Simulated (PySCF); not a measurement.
This script is equivalent to a calculation on F(3+) (fluorine, charge +3).

```python
from pyscf import gto, scf, dft, mp, cc
import basis_set_exchange as bse
mol = gto.M(atom="F 0 0 0", charge=3, spin=2, symmetry="D2h",
            basis=gto.basis.parse(bse.get_basis("def2-TZVPPD", elements=["F"], fmt="nwchem")))
mf = dft.UKS(mol, xc="B3LYP")
mf.irrep_nelec = {'Ag': (2, 2), 'B1u': (1, 0), 'B2u': (1, 0)}
mf.kernel()
```

Question: What total energy does it give?

Answer: -95.500 hartree (calculated).

Question: Which occupied shell lies highest, and where?

Answer: 2p α, at -77.964 eV.

Question: What is ⟨S²⟩, and what would a pure spin state give?

Answer: 2.001, against 2.00.
